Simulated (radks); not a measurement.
Polarisability of neutral strontium, [Kr] 5s2, at imaginary frequency. Method: scalar-relativistic Kohn-Sham, LDA (Slater exchange, Perdew-Wang correlation), spin-polarised, spherical densities, finite nucleus; Fermi nuclear charge, rms radius 4.224 fm; computed with a radial shooting solver on a logarithmic mesh with Libxc functionals. Response by self-consistent Sternheimer equations with the Hartree and adiabatic LDA kernel, the relativistic mass of each level held fixed and spin-orbit coupling left out.

| w (hartree) | alpha1(iw) (bohr^3) | alpha2(iw) (bohr^5) |
|---|---|---|
| 0.00266 | 178.2 | 4479 |
| 0.0143 | 175.4 | 4402 |
| 0.0360 | 161.1 | 4025 |
| 0.0697 | 127.8 | 3203 |
| 0.118 | 84.84 | 2197 |
| 0.186 | 49.93 | 1353 |
| 0.280 | 28.40 | 775.1 |
| 0.413 | 16.56 | 422.7 |
| 0.605 | 10.03 | 222.5 |
| 0.892 | 6.118 | 113.4 |
| 1.35 | 3.529 | 55.02 |
| 2.12 | 1.804 | 24.41 |
| 3.59 | 0.7824 | 9.181 |
| 6.94 | 0.2785 | 2.594 |
| 17.5 | 0.06620 | 0.4264 |

Static values: alpha1 = 178.4 bohr^3 (26.43 angstrom^3; uncoupled 326.1), alpha2 = 4482 bohr^5, alpha3 = 110000 bohr^7. C6 = 2755, C8 = 348500, triple-dipole C9 = 357800 atomic units. One-pole (London) frequency 4 C6 / (3 alpha1^2) = 0.115 hartree, against 0.134 for minus the highest occupied eigenvalue. Recommended static value: 197.2 bohr^3 (Schwerdtfeger and Nagle, 2023 table).
